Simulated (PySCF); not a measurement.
C3H8O2Si2.
SMILES with atom numbers: `[O:1]=[CH:2][O:3]/[C:4]([SiH3:5])=[CH:6]/[SiH3:7]` (hydrogens: H8 on C2; H9, H10, H11 on Si5; H12 on C6; H13, H14, H15 on Si7)

Geometry (PBE0-D3(BJ)/def2-SVP, Å), atoms numbered from 1 in this order:
```xyz
15
C3H8O2Si2 angstrom
O     -2.3649    0.6308    0.2277
C     -2.2176   -0.4640   -0.2407
O     -1.0485   -1.0160   -0.5463
C      0.1287   -0.2981   -0.3288
Si     0.0979    1.4978    0.3121
C      1.2553   -0.9717   -0.6140
Si     3.0344   -0.3887   -0.4687
H     -3.0398   -1.1656   -0.4797
H     -0.5770    2.4442   -0.6166
H      1.5582    1.8395    0.3024
H     -0.3725    1.6230    1.7177
H      1.1084   -1.9982   -0.9788
H      3.8909   -1.5482   -0.8629
H      3.3315    0.7509   -1.3874
H      3.3866    0.0049    0.9280
```

Level: PBE0/def2-SVPD in PySCF, non-relativistic, on one gas-phase PBE0-D3(BJ)/def2-SVP geometry that isn't relaxed in the solvent. The solvent is an IEF-PCM continuum (van der Waals radii × 1.2), and excitations are vertical TDDFT with non-equilibrium linear response and a frozen core. Only the electrostatic response of the medium enters.

Gas-phase singlets (H = HOMO, L = LUMO):

```tsv
state	E (eV)	λ (nm)	f	leading configurations
S1	5.550	223	0.060	H-1→L 62%, H→L 17%
S2	5.599	221	0.302	H→L 77%, H-1→L 14%
S3	6.277	198	0.002	H-2→L 60%, H-1→L+1 18%
S4	6.346	195	0.032	H→L+1 92%
S5	6.566	189	0.005	H-3→L 56%, H-2→L 17%
```

Question: What are the lowest 5 singlets in chloroform (ε = 4.711)?

Answer: 
```csv
state,E (eV),λ (nm),f,leading configurations,change by rank (eV)
S1,5.519,225,0.470,H→L 94%,-0.031
S2,5.625,220,0.017,"H-1→L 76%, H-1→L+1 10%",+0.026
S3,6.304,197,0.004,"H-2→L 61%, H-1→L+1 17%",+0.027
S4,6.352,195,0.025,H→L+1 91%,+0.006
S5,6.611,188,0.006,"H-3→L 54%, H-2→L 16%",+0.045
```

Question: The ground-state energy changes by -0.106 eV from gas to chloroform. By how much does the total energy of gas-phase S2 change?

Answer: E(S2) = E(S0) + excitation energy, so it changes by -0.106 − 0.080 = -0.186 eV: it is lowered more than the ground state, which is what a red shift means. This is the vertical state, with the slow part of the continuum still set for S0.

Question: How do the frontier levels move from gas to chloroform?

Answer: 
```json
{"orbital": "LUMO+2", "gas (eV)": "0.37", "solvent (eV)": "0.44", "change (eV)": "+0.07"}
{"orbital": "LUMO+1", "gas (eV)": "-0.38", "solvent (eV)": "-0.25", "change (eV)": "+0.13"}
{"orbital": "LUMO", "gas (eV)": "-1.49", "solvent (eV)": "-1.38", "change (eV)": "+0.11"}
{"orbital": "HOMO", "gas (eV)": "-7.70", "solvent (eV)": "-7.62", "change (eV)": "+0.08"}
{"orbital": "HOMO-1", "gas (eV)": "-8.60", "solvent (eV)": "-8.54", "change (eV)": "+0.06"}
{"orbital": "HOMO-2", "gas (eV)": "-9.34", "solvent (eV)": "-9.27", "change (eV)": "+0.07"}
{"orbital": "HOMO-3", "gas (eV)": "-9.46", "solvent (eV)": "-9.40", "change (eV)": "+0.06"}
```

The HOMO–LUMO gap goes from 6.20 to 6.24 eV.

Time: 68 s; peak memory 1.0 GiB. Hardware: an Arm Neoverse N1 with one thread, shared host with 64 logical CPUs at a one-minute load of 61. This is the whole response run at PBE0/def2-SVPD in chloroform, SCF included.
